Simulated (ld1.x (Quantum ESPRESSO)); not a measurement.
C: one change to a PAW potential, before and after

| Item | Value |
| --- | --- |
| Element | carbon (C) |
| Generator | ld1.x (Quantum ESPRESSO) 7.5 |
| Type | PAW |
| Functional | PBE |
| Relativity | scalar-relativistic |
| Frozen core | [He] |
| Valence charge | 4 |
| Reference configuration | 2s2 2p1 (charge +1) |
| Partial waves | 2s (bound): rcut 0.80, rcutus 1.00 bohr; 2s channel at 0.75 Ry: rcut 0.80, rcutus 1.00 bohr; 2p (bound): rcut 1.30, rcutus 1.70 bohr; 2p channel at -0.25 Ry: rcut 1.30, rcutus 1.70 bohr; 3d channel at 0.4 Ry: rcut 1.00, rcutus 1.25 bohr; 3d channel at 1.9 Ry: rcut 1.00, rcutus 1.25 bohr |
| Local potential | all-electron potential smoothed inside 1.20 bohr (lloc = -1) |
| Core correction | Bessel-smoothed model core inside 0.55 bohr |
| Augmentation charge | BESSEL, radius 0.90 bohr |

Change: non-relativistic.

Cutoffs: the cutoffs (Ry, on a coarse ladder) from which the occupation-weighted sum of valence levels, in a spherical-Bessel basis at the reference potential, stays within 10 and 1 mRy of its value at 400 Ry; they do not see the model core or the augmentation charge, which bear on the density cutoff. Errors are all-electron minus pseudo energies relative to the spin-unpolarised reference configuration.

Problem. What does the change do?

Solution. The potential gets neither clearly harder nor softer (30 Ry and 40 Ry → 30 Ry and 40 Ry); of the 7 tests that both files solve, the error grows in 2 and shrinks in 1 by more than 15 % and 0.3 meV (median size 0.1 → 0.5 meV); neither file shows a bound ghost.

| quantity | base | changed |
| --- | --- | --- |
| cutoff, loose | 30 Ry | 30 Ry |
| cutoff, tight | 40 Ry | 40 Ry |
| bound ghosts | none | none |
| error for 2s2 2p2, meV [ΔE -10.86 eV] | -0.1 | -0.4 |
| error for 2s2 2p0, meV [ΔE 24.16 eV] | -1.9 | -1.4 |
| error for 2s1 2p0, meV [ΔE 72.35 → 72.33 eV] | -14 | -13 |
| error for 2s1 2p3, meV [ΔE -2.38 → -2.40 eV] | 0.0 | -0.1 |
| error for 2s0 2p4, meV [ΔE 6.11 → 6.08 eV] | +1.4 | +1.5 |
| error for 2s2 2p2.3, meV [ΔE -12.02 eV] | -0.1 | -0.5 |
| error for 2s2 2p1.5, meV [ΔE -6.90 eV] | 0.0 | -0.2 |
| s: phases at 1.85 bohr within 0.05 rad from the reference energy up to (Ry; the scan ends near 5) | to the end of the scan | to the end of the scan |
| p: phases at 1.85 bohr within 0.05 rad from the reference energy up to (Ry; the scan ends near 5) | 3.8 | 3.8 |
| d: phases at 1.85 bohr within 0.05 rad from the reference energy up to (Ry; the scan ends near 5) | to the end of the scan | to the end of the scan |
| lowest overlap eigenvalue by channel | s 0.55, p 0.93, d 0.96 | s 0.55, p 0.93, d 0.96 |
